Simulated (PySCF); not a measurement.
Run record: geometry optimisation, `[NH3+][BH2-]OC=C`.

Method: PBE0-D3(BJ)/def2-SVP geometry optimisation, gas phase (PySCF 2.14.0). Start geometry: GFN2-xTB. A driver script takes a list of jobs; this job's settings line and coordinates (Å) are shown.

Command:
```bash
OMP_NUM_THREADS=1 python probes_run.py task.json out
```

Input:
```
{"job": {"xc": "PBE0", "basis": "def2-SVP", "d3": "d3bj", "grid": 1, "shake": 0.01, "kind": "geom"}, "charge": 0, "multiplicity": 1}
C      2.494760    -0.009910     0.347630
C      1.279670    -0.440760    -0.037250
O      0.369470     0.300110    -0.708340
B     -0.917720    -0.154610    -0.896590
N     -1.789410     0.466100     0.474020
H      3.164720    -0.617150     0.855090
H      2.795380     1.020120     0.128470
H      1.005920    -1.457160     0.182240
H     -1.462670     0.399440    -1.790240
H     -1.123430    -1.337850    -0.803130
H     -2.779800     0.232220     0.461930
H     -1.651630     1.478950     0.466920
H     -1.379440     0.103610     1.308910
```

Output:
```
step   0  E = -235.41846536  max force = 0.046555
step   1  E = -235.42477047  max force = 0.021140
step   2  E = -235.42536290  max force = 0.012414
step   3  E = -235.42580711  max force = 0.013048
step   4  E = -235.42636117  max force = 0.002900
step   5  E = -235.42639164  max force = 0.001419
step   6  E = -235.42639984  max force = 0.000276
optimisation converged
```

Energies in Eh; «max force» is the largest Cartesian gradient component in Eh/bohr.

Q: How much energy does the optimisation release, in kcal/mol?

A: E(step 0) − E(last step) = 0.007934 Eh, which is 5.0 kcal/mol.

Q: Give the first gradient maximum in eV/Å.

A: With 1 Eh/bohr = 51.422 eV/Å, 2.394 eV/Å.

Main results: final energy -235.42640 Eh after 6 steps; dipole 5.82 D.

Q: Where do the atoms end?

A: 0.110 Å rms from the input after alignment:
```
atom  x, y, z in Å
C1     2.3939    0.0865    0.5512
C2     1.2971   -0.4309   -0.0159
O3     0.4458    0.2623   -0.7757
B4    -0.9115   -0.1964   -0.9402
N5    -1.7251    0.4580    0.3510
H6     3.0641   -0.5533    1.1263
H7     2.6532    1.1393    0.4164
H8     1.0447   -1.4964    0.1131
H9    -1.4547    0.2969   -1.9174
H10   -1.0689   -1.4095   -0.8165
H11   -2.7195    0.2295    0.3296
H12   -1.6237    1.4743    0.3353
H13   -1.3341    0.1224    1.2335
```

Q: Estimate the wall time. Hardware: Arm Neoverse V1, one thread, no GPU, shared host with 32 logical CPUs at a one-minute load of 12. And the peak memory of the process?

A: About 25 s, with 0.44 GiB resident at the peak, the Python interpreter and its libraries included.
Labels such as C1 count atoms from 1, the log's own numbers from 0.
